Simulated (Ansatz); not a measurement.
Stepwise reaction of `O[SiH2][SiH](O)F` with ammonia, as a gas-phase model of exchange steps in deposition or etching. ΔE in kJ/mol.

Gas-phase electronic energies from Ansatz, PBE0-D4/def2-TZVP geometries. CCSD(T)/CBS is the MP2 limit (def2-TZVPP, def2-QZVPP) plus CCSD(T) − MP2 in def2-TZVPP, frozen cores. This one scheme is used for every species. DFT in def2-TZVPP. B3LYP here is the variant with VWN-RPA as its local correlation; programs differ in this. One conformer a species, not always the lowest.

```tsv
step	reaction	PBE-D4	B3LYP-D4	ωB97M-V	CCSD(T)/CBS
1	`O[SiH2][SiH](O)F` + NH₃ → `N[SiH2][SiH](O)F` + H₂O	36.9	43.0	41.6	40.4
```

Task: Give the row of step 2, `N[SiH2][SiH](O)F` + NH₃ → `N[SiH2][SiH](N)F` + H₂O. (Best estimate.)

Result: The calculation gave: 
```csv
step,reaction,PBE-D4,B3LYP-D4,ωB97M-V,CCSD(T)/CBS
2,`N[SiH2][SiH](O)F` + NH₃ → `N[SiH2][SiH](N)F` + H₂O,37.0,38.2,38.4,36.0
```

Task: By hand: ΔE of the 2 steps together at CCSD(T)/CBS.

Result: (40.4) + (36.0) = 76.4 kJ/mol, or 38.2 kJ/mol a step.

In ΔE the steps differ by no more than 4.4 kJ/mol. All are uphill at CCSD(T)/CBS. PBE-D4 differs from CCSD(T)/CBS by -3.5 to 1.0 kJ/mol a step. Only this route is followed, and other bonds may react first. Isolated molecules leave out the surface, adducts and barriers. Largest T1 diagnostic: 0.012.
